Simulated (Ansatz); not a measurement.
A nudged elastic band was laid between two geometries of GeH$_{4}$ (5 atoms, charge 0, multiplicity 1).

Computed with Ansatz, RKS PBE-D4/def2-SVPD.

```yaml
movable_images: 7
climbing_image: yes
spring: 5.0 eV/Å²
optimiser: quadratic models (default)
start_path: through a guess of the saddle point
force_threshold: 0.05 eV/Å
iteration_limit: 60
end_points: relaxed
```

First end point:

```xyz
5
Properties=species:S:1:pos:R:3
Ge 0.255 0.000 0.181
H 0.255 0.000 1.726
H 1.712 0.000 -0.334
H -0.473 1.262 -0.335
H -0.473 -1.262 -0.335
```

Last end point:

```xyz
5
Properties=species:S:1:pos:R:3
Ge 0.240 0.001 -0.786
H 0.784 0.002 1.136
H 1.466 -0.001 0.679
H -0.607 1.154 -0.061
H -0.606 -1.155 -0.065
```

Problem. What changes between the two ends?

Solution. Bonds formed: H2–H3. GeH4 becomes GeH2 + H2.

Problem. What energy profile does the band end with?

Solution. The run converged. The highest image is number 6 of 0 to 8, 1.99 eV above the first end and 0.43 eV above the last; the last end lies 1.57 eV above the first. A vibrational analysis at the climbing image gives one clearly imaginary mode, 1066i cm⁻¹: a first-order saddle point.

| image | path coordinate (Å) | energy (eV) | H2–H3 (Å) |
| --- | --- | --- | --- |
| 0 | 0.00 | 0.00 | 2.52 |
| 1 | 0.21 | 0.10 | 2.33 |
| 2 | 0.43 | 0.40 | 2.13 |
| 3 | 0.64 | 0.87 | 1.92 |
| 4 | 0.85 | 1.40 | 1.72 |
| 5 | 1.07 | 1.83 | 1.51 |
| 6 | 1.28 | 1.99 | 1.28 |
| 7 | 1.55 | 1.76 | 0.99 |
| 8 | 1.81 | 1.57 | 0.82 |

Problem. What is the geometry of the highest image?

Solution. 
```xyz
5
Properties=species:S:1:pos:R:3:forces:R:3
Ge 0.263 0.000 -0.499 -0.01 0.00 -0.02
H 0.559 0.000 1.205 -0.01 0.00 0.01
H 1.560 0.000 0.407 0.02 0.00 0.00
H -0.553 1.265 -0.104 0.00 0.00 0.00
H -0.553 -1.265 -0.105 0.00 0.00 0.00
```

Problem. What are the harmonic wavenumbers there?

Solution. 1066i, 602, 662, 872, 910, 1556, 2004, 2047, 2073 cm⁻¹.

Run time: 85 s on 1 thread of Arm Neoverse V1 (shared host), peak memory 0.11 GiB.
